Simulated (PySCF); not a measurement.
Species: C₈H₁₀SSi.
Atom-mapped SMILES: `[CH:1]1=[CH:2][C@H:3]([c:4]2[cH:5][cH:6][cH:7][s:8]2)[SiH2:9][CH2:10]1`

Geometry (PBE0-D3(BJ)/def2-SVP, Å), atoms numbered from 1 in this order:
```
atom  x, y, z in Å
C1    -2.640   -0.442   -0.573
C2    -1.537    0.208   -0.969
C3    -0.596    0.789    0.060
C4     0.777    0.201   -0.025
C5     1.142   -1.075   -0.382
C6     2.546   -1.301   -0.293
C7     3.232   -0.197    0.134
S8     2.169    1.125    0.423
Si9   -1.512    0.378    1.701
C10   -2.949   -0.569    0.895
H11   -3.323   -0.879   -1.310
H12   -1.280    0.306   -2.030
H13   -0.528    1.884   -0.064
H14    0.415   -1.824   -0.700
H15    3.029   -2.248   -0.540
H16    4.304   -0.083    0.286
H17   -0.675   -0.447    2.621
H18   -1.965    1.606    2.424
H19   -3.009   -1.625    1.208
H20   -3.929   -0.123    1.139
```

Definitions: NICS(0) = −σiso at the ring centroid; NICS(1) = −σiso and NICS(1)zz = −σzz at ±1 Å along the ring normal z. Level: GIAO PBE0/pcSseg-1 (PySCF, non-relativistic, gas phase) on the PBE0-D3(BJ)/def2-SVP geometry, one conformer.

Ring bond lengths (Å), with Mayer bond orders in brackets: C1–C2 1.340 (1.89), C2–C3 1.511 (1.02), C3–Si9 1.924 (0.83), Si9–C10 1.900 (0.90), C10–C1 1.506 (1.03); C4–C5 1.374 (1.56), C5–C6 1.425 (1.26), C6–C7 1.368 (1.59), C7–S8 1.721 (1.15), S8–C4 1.729 (1.17).

Task: What do the NICS probes read (ppm)?

Result: 
| ring | type | NICS(0) | NICS(1), two faces | NICS(1)zz, two faces | rms pucker (Å) | centre to ring atoms, mean (Å) |
| --- | --- | --- | --- | --- | --- | --- |
| C1–C2–C3–Si9–C10 | 5-membered ring with Si; formal bonds 1 double, 4 single | -2.4 | -3.2 / -2.5 | -3.0 / -1.3 | 0.01 | 1.38 |
| C4–C5–C6–C7–S8 | 5-membered ring with S; formal bonds all aromatic | -12.1 | -10.7 / -10.9 | -24.4 / -25.4 | 0.00 | 1.29 |

Task: What can be read from them?

Result: 
- C1–C2–C3–Si9–C10: mean NICS(1)zz -2.2 ppm, near zero. C3, Si9, C10 have four or more neighbours, and the NICS criterion for π rings isn't applied.
- C4–C5–C6–C7–S8: mean NICS(1)zz -24.9 ppm, shielded. The ring is flat and has no four-coordinate atom; by the NICS criterion it is aromatic.

Task: What does the geometric index give? HOMA takes Krygowski's 1993 parameters.

Result: 
- C4–C5–C6–C7–S8: HOMA 0.81; the largest term is that of C5–C6, α(R − Ropt)² = 0.34. The geometric and the magnetic index point the same way.

Task: Give the inner angles of the rings and the Hirshfeld charges of the ring atoms.

Result: 
- C1–C2–C3–Si9–C10: C1 119.9° (-0.043 e), C2 119.8° (-0.047 e), C3 101.7° (-0.115 e), Si9 96.0° (+0.341 e), C10 102.5° (-0.160 e); sum 539.9° against 540° for a flat convex ring.
- C4–C5–C6–C7–S8: C4 110.5° (-0.025 e), C5 113.1° (-0.085 e), C6 112.6° (-0.076 e), C7 111.3° (-0.093 e), S8 92.5° (+0.091 e); sum 540.0° against 540° for a flat convex ring.

Task: How do the values depend on the level or the medium?

Result: 
```json
{"level": "PBE0/pcSseg-1, gas", "NICS(0), C1–C2–C3–Si9–C10": "-2.4", "mean NICS(1)zz, C1–C2–C3–Si9–C10": "-2.2", "NICS(0), C4–C5–C6–C7–S8": "-12.1", "mean NICS(1)zz, C4–C5–C6–C7–S8": "-24.9"}
{"level": "wB97X-D/pcSseg-1, gas", "NICS(0), C1–C2–C3–Si9–C10": "-2.2", "mean NICS(1)zz, C1–C2–C3–Si9–C10": "-2.0", "NICS(0), C4–C5–C6–C7–S8": "-11.8", "mean NICS(1)zz, C4–C5–C6–C7–S8": "-24.6"}
{"level": "PBE0/pcSseg-1, IEF-PCM chloroform", "NICS(0), C1–C2–C3–Si9–C10": "-2.4", "mean NICS(1)zz, C1–C2–C3–Si9–C10": "-2.2", "NICS(0), C4–C5–C6–C7–S8": "-11.9", "mean NICS(1)zz, C4–C5–C6–C7–S8": "-24.9"}
```

The geometry is the same throughout; the continuum's cavity takes Bondi-type radii × 1.2.

Hardware: one thread of an Arm Neoverse V2, shared host with 32 logical CPUs at a one-minute load of 8.9. Cost: 41 s wall, 1.2 GiB resident at most. This is the whole shielding run at PBE0/pcSseg-1, SCF included.
